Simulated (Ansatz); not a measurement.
A relaxation, step by step

TiHClF4, singlet, PBE0-D4/def2-TZVP (Ansatz 0.2.0). Settings:

```yaml
hamiltonian: {xc: pbe0, dispersion: d4}
relax: {f_tol: 0.005, max_steps: 200}
```

Start, a step off a saddle point along its unstable mode:

```xyz
7
angstrom
Ti -0.3921 -0.4399 0.0710
F 1.3927 -0.5252 -0.1716
F -0.5864 -2.1546 -0.0685
F -1.3819 0.1470 -1.2168
F -1.1959 -0.0384 1.5741
H 1.3924 0.9993 -0.1806
Cl 0.7712 2.0118 -0.0078
```

```json
{"step": "1", "energy less the last (meV)": "700.1", "largest force component (eV/Å)": "4.102"}
{"step": "2", "energy less the last (meV)": "306.5", "largest force component (eV/Å)": "1.247"}
{"step": "3", "energy less the last (meV)": "147.8", "largest force component (eV/Å)": "0.801"}
{"step": "4", "energy less the last (meV)": "59.4", "largest force component (eV/Å)": "0.614"}
{"step": "5", "energy less the last (meV)": "17.3", "largest force component (eV/Å)": "0.507"}
{"step": "6", "energy less the last (meV)": "4.3", "largest force component (eV/Å)": "0.283"}
{"step": "7 (rejected trial)", "energy less the last (meV)": "7.0", "largest force component (eV/Å)": "0.388"}
{"step": "8", "energy less the last (meV)": "0.3", "largest force component (eV/Å)": "0.083"}
{"step": "9", "energy less the last (meV)": "0.1", "largest force component (eV/Å)": "0.025"}
{"step": "10", "energy less the last (meV)": "0.0", "largest force component (eV/Å)": "0.008"}
{"step": "11", "energy less the last (meV)": "0.0", "largest force component (eV/Å)": "0.001"}
{"step": "12", "energy less the last (meV)": "0.0", "largest force component (eV/Å)": "0.001"}
```

Step 3, positions (Å) and forces (eV/Å):

```json
{"atom": "Ti1", "x": "-0.441", "y": "-0.586", "z": "0.024", "Fx": "0.304", "Fy": "-0.102", "Fz": "0.050"}
{"atom": "F2", "x": "1.348", "y": "-0.578", "z": "-0.213", "Fx": "-0.608", "Fy": "-0.239", "Fz": "0.112"}
{"atom": "F3", "x": "-0.796", "y": "-2.286", "z": "-0.008", "Fx": "-0.022", "Fy": "0.122", "Fz": "0.008"}
{"atom": "F4", "x": "-1.360", "y": "0.088", "z": "-1.288", "Fx": "0.070", "Fy": "-0.060", "Fz": "0.012"}
{"atom": "F5", "x": "-1.056", "y": "-0.035", "z": "1.561", "Fx": "0.174", "Fy": "-0.114", "Fz": "-0.194"}
{"atom": "H6", "x": "1.602", "y": "1.220", "z": "-0.110", "Fx": "-0.445", "Fy": "0.801", "Fz": "0.074"}
{"atom": "Cl7", "x": "0.703", "y": "2.178", "z": "0.034", "Fx": "0.526", "Fy": "-0.408", "Fz": "-0.064"}
```

Step 8, positions (Å) and forces (eV/Å):

```tsv
atom	x	y	z	Fx	Fy	Fz
Ti1	-0.510	-0.768	0.019	0.083	0.000	-0.010
F2	1.232	-0.786	-0.180	-0.054	-0.007	0.001
F3	-1.022	-2.428	-0.002	-0.007	-0.021	0.001
F4	-1.323	0.021	-1.301	-0.008	0.012	-0.022
F5	-0.988	-0.116	1.558	-0.011	0.011	0.030
H6	1.875	1.752	-0.116	-0.044	0.025	0.005
Cl7	0.735	2.325	0.021	0.042	-0.020	-0.005
```

Step 9, positions (Å) and forces (eV/Å):

```json
{"atom": "Ti1", "x": "-0.508", "y": "-0.768", "z": "0.019", "Fx": "-0.025", "Fy": "-0.001", "Fz": "0.003"}
{"atom": "F2", "x": "1.231", "y": "-0.796", "z": "-0.182", "Fx": "0.017", "Fy": "0.001", "Fz": "-0.002"}
{"atom": "F3", "x": "-1.027", "y": "-2.427", "z": "0.000", "Fx": "0.000", "Fy": "0.001", "Fz": "0.000"}
{"atom": "F4", "x": "-1.317", "y": "0.022", "z": "-1.303", "Fx": "0.005", "Fy": "-0.001", "Fz": "0.005"}
{"atom": "F5", "x": "-0.984", "y": "-0.116", "z": "1.561", "Fx": "0.003", "Fy": "-0.001", "Fz": "-0.007"}
{"atom": "H6", "x": "1.874", "y": "1.761", "z": "-0.115", "Fx": "0.006", "Fy": "0.001", "Fz": "-0.001"}
{"atom": "Cl7", "x": "0.732", "y": "2.325", "z": "0.021", "Fx": "-0.005", "Fy": "-0.001", "Fz": "0.001"}
```

Last step (12):

```json
{"atom": "Ti1", "x (Å)": "-0.5085", "y (Å)": "-0.7715", "z (Å)": "0.0200"}
{"atom": "F2", "x (Å)": "1.2305", "y (Å)": "-0.8027", "z (Å)": "-0.1796"}
{"atom": "F3", "x (Å)": "-1.0332", "y (Å)": "-2.4287", "z (Å)": "-0.0003"}
{"atom": "F4", "x (Å)": "-1.3126", "y (Å)": "0.0214", "z (Å)": "-1.3038"}
{"atom": "F5", "x (Å)": "-0.9862", "y (Å)": "-0.1172", "z (Å)": "1.5600"}
{"atom": "H6", "x (Å)": "1.8798", "y (Å)": "1.7772", "z (Å)": "-0.1251"}
{"atom": "Cl7", "x (Å)": "0.7301", "y (Å)": "2.3215", "z (Å)": "0.0287"}
```

Time: 30 s of wall clock on 8 CPU threads of an Arm Neoverse V2; the host was shared. Peak host memory: 0.67 GiB.
